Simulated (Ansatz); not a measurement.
`C#[C][SnH2][C]#C` + `[CH3][Sn]([F])([F])[F]` → `C#[C][SnH2][CH3]` + `C#[C][Sn]([F])([F])[F]` at 400 K and 1 bar (redistribution).

Gas-phase electronic energies from Ansatz, PBE0-D4/def2-TZVP geometries. CCSD(T)/CBS is the MP2 limit (def2-TZVPP, def2-QZVPP) plus CCSD(T) − MP2 in def2-TZVPP, frozen cores. def2 core potentials past Kr. For Sn outer-core shells are correlated without core-valence functions, which leaves a few kJ/mol of doubt a bond.

```
                 species  CCSD(T)/CBS energy (Eh)  H − E (kJ/mol)  S (J/(mol·K))
      `C#[C][SnH2][C]#C`               -368.49595           167.9          388.8
`[CH3][Sn]([F])([F])[F]`               -553.37465           144.7          400.1
      `C#[C][SnH2][CH3]`               -331.71794           212.0          383.3
`C#[C][Sn]([F])([F])[F]`               -590.14096            99.9          401.3
```

H − E and S are ideal-gas, rigid-rotor, harmonic terms from PBE0-D4/def2-TZVP. 1 Eh = 2625.50 kJ/mol, R = 8.31446 J/(mol·K).

Q: By hand: ΔE, ΔH, ΔS and ΔG.

A: ΔE = (-331.71794) + (-590.14096) − (-368.49595) − (-553.37465) = 0.01170 Eh = 30.7 kJ/mol. Δ(H − E) = 212.0 + 99.9 − 167.9 − 144.7 = -0.7, so ΔH = 30.0 kJ/mol. ΔS = 383.3 + 401.3 − 388.8 − 400.1 = -4.3 J/(mol·K). ΔG = 30.0 − 400 × (-4.3)/1000 = 31.7 kJ/mol.

Q: By hand: the equilibrium constant, and the temperature at which ΔG would vanish if ΔH and ΔS stayed fixed.

A: log₁₀ K = −ΔG/(RT ln 10) = -4.1. ΔH and −TΔS have one sign here, so there is no such temperature. One of them is within its doubt of zero, so this could turn.

The number of gas molecules stays the same, so ΔS is small and ΔH decides. A doubt of 5 kJ/mol in ΔE shifts log₁₀ K by 0.7 here. Modes under 60 cm⁻¹, often nearly free rotors, make the harmonic entropy too high. These are equilibria of isolated gas molecules and say nothing of rates. Largest T1 diagnostic: 0.015 (customary marks: 0.02 for closed shells, 0.045 for open ones).
